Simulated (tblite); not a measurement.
Compound: C4H8BNSi.
SMILES with atom numbers: `[CH2:1]=[CH:2][B:3]([CH3:4])[SiH2:5][C:6]#[N:7]` (hydrogens: H8, H9 on C1; H10 on C2; H11, H12, H13 on C4; H14, H15 on Si5)

Computed with GFN2-xTB (tblite), gas phase: L-BFGS steps from a force-field or distance-geometry start until the largest atomic force falls under 0.01 eV/Å.

Step 94: E = -500.9870 eV
```
atom  x, y, z in Å  |  force x, y, z in eV/Å
C1     -0.2105    2.1991    0.2066    0.071  -0.030   0.072
C2     -0.8887    1.0978    0.5353   -0.016   0.025  -0.022
B3     -0.5062   -0.3419    0.1227   -0.032  -0.019  -0.030
C4     -1.6691   -1.4058    0.0259    0.029  -0.020  -0.003
Si5     1.3277   -0.9689   -0.2122    0.014   0.015  -0.001
C6      2.6014    0.3402   -0.6371   -0.062  -0.076   0.007
N7      3.3985    1.1101   -0.9301    0.023   0.090   0.006
H8      0.7238    2.1529   -0.3327   -0.026  -0.012  -0.022
H9     -0.5525    3.1921    0.4552   -0.021   0.002  -0.002
H10    -1.8252    1.2387    1.0711    0.015   0.039  -0.024
H11    -1.6501   -2.0239    0.9268    0.021  -0.015  -0.001
H12    -2.6706   -0.9845   -0.0345   -0.007   0.051  -0.001
H13    -1.5472   -2.0946   -0.8090   -0.007  -0.033   0.005
H14     1.9546   -1.6247    0.9521    0.021  -0.005  -0.001
H15     1.5096   -1.8786   -1.3619   -0.023  -0.014   0.016
```

Step 95: E = -500.9881 eV
```
atom  x, y, z in Å  |  force x, y, z in eV/Å
C1     -0.2035    2.1959    0.2104    0.066  -0.005   0.106
C2     -0.8942    1.0985    0.5263   -0.029   0.030  -0.017
B3     -0.5085   -0.3430    0.1223   -0.008  -0.027  -0.017
C4     -1.6699   -1.4085    0.0324    0.004  -0.042  -0.004
Si5     1.3285   -0.9664   -0.2142   -0.011   0.003   0.013
C6      2.5989    0.3443   -0.6434   -0.108  -0.116   0.034
N7      3.3911    1.1190   -0.9350    0.073   0.132  -0.015
H8      0.7436    2.1447   -0.3049   -0.028  -0.008  -0.036
H9     -0.5453    3.1906    0.4553   -0.012  -0.011  -0.017
H10    -1.8408    1.2473    1.0438    0.036   0.021  -0.039
H11    -1.6512   -2.0322    0.9303    0.020   0.025  -0.008
H12    -2.6710   -0.9843   -0.0280    0.007   0.030   0.013
H13    -1.5512   -2.0975   -0.8028   -0.001  -0.028  -0.013
H14     1.9579   -1.6241    0.9491    0.015   0.009  -0.014
H15     1.5111   -1.8764   -1.3635   -0.025  -0.014   0.014
```

Step 96: E = -500.9891 eV
```
atom  x, y, z in Å  |  force x, y, z in eV/Å
C1     -0.1973    2.1936    0.2148    0.039  -0.021   0.120
C2     -0.8984    1.0986    0.5165    0.007   0.037  -0.027
B3     -0.5108   -0.3449    0.1197    0.022  -0.016  -0.004
C4     -1.6710   -1.4112    0.0371   -0.019  -0.043  -0.012
Si5     1.3291   -0.9646   -0.2149   -0.028  -0.010   0.018
C6      2.5963    0.3476   -0.6478   -0.024  -0.025   0.013
N7      3.3847    1.1277   -0.9392   -0.008   0.046   0.012
H8      0.7573    2.1394   -0.2839    0.002  -0.005  -0.056
H9     -0.5392    3.1883    0.4578   -0.011   0.002  -0.018
H10    -1.8502    1.2538    1.0201    0.003   0.008  -0.027
H11    -1.6507   -2.0383    0.9327    0.012   0.049   0.003
H12    -2.6706   -0.9813   -0.0215    0.021  -0.007   0.021
H13    -1.5566   -2.1019   -0.7971   -0.002  -0.017  -0.032
H14     1.9596   -1.6243    0.9475    0.012   0.021  -0.020
H15     1.5132   -1.8745   -1.3637   -0.026  -0.018   0.008
```

**Question.** Estimate the geometry and energy of step 97. (The exact step hangs on the optimiser's Hessian estimate; all steps are aligned on step 96, rigid shifts and turns removed.)

**Answer.** E = -500.9899 eV, largest force 0.120 eV/Å
```
atom  x, y, z in Å  |  force x, y, z in eV/Å
C1     -0.1869    2.1907    0.2246    0.030  -0.075   0.089
C2     -0.9029    1.0984    0.5052    0.013   0.075  -0.026
B3     -0.5133   -0.3472    0.1151    0.022  -0.007   0.005
C4     -1.6733   -1.4152    0.0428   -0.019  -0.035  -0.002
Si5     1.3287   -0.9622   -0.2198   -0.032  -0.021   0.018
C6      2.5946    0.3511   -0.6546   -0.008   0.012   0.012
N7      3.3760    1.1391   -0.9452   -0.030   0.008   0.021
H8      0.7801    2.1330   -0.2522   -0.038  -0.004  -0.029
H9     -0.5319    3.1861    0.4586   -0.004   0.014  -0.006
H10    -1.8667    1.2599    0.9862    0.042  -0.004  -0.044
H11    -1.6471   -2.0429    0.9388    0.003   0.075  -0.014
H12    -2.6724   -0.9808   -0.0102    0.043  -0.041   0.025
H13    -1.5647   -2.1079   -0.7908   -0.008  -0.006  -0.034
H14     1.9554   -1.6200    0.9457    0.019   0.025  -0.021
H15     1.5198   -1.8741   -1.3660   -0.032  -0.018   0.008
```

The energy changes by -0.0008 eV. The first-order estimate −F·Δx gives -0.0013 eV and the mean of the old and new forces, exact on a quadratic surface, -0.0008 eV. The step makes an angle of 84° with the force vector and moves no atom by more than 0.040 Å.

The cost below is that of the whole relaxation. Hardware: Arm Neoverse V2, one thread, on a shared host. Cost: 0.56 s.
